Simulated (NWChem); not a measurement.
# Polarisability of germanium monoxide (GeO)

```xyz
2

Ge     0.0000     0.0000     0.3297
O      0.0000     0.0000    -1.3189
```
Charge 0, spin multiplicity 1.

All runs are NWChem calculations. Structure: optimised with PBE/def2-SVP, a minimum by its harmonic frequencies.

Basis set: def2-SVPD. The field's frequency is 0.0773 Ha (589 nm).

The Hamiltonian is non-relativistic. The correlated methods keep 10 core orbitals frozen. B3LYP has NWChem's definition, with VWN1-RPA local correlation. No row is a measurement; the coupled-cluster row has its own basis-set and correlation limits.

Task: For the isotropic polarisability, PBE gives 34.37 bohr³ and HF gives 31.86 bohr³. What do B3LYP, PBE0, CCSD linear response give?

Result: B3LYP: 33.39 bohr³; PBE0: 33.25 bohr³; CCSD linear response: 35.31 bohr³.
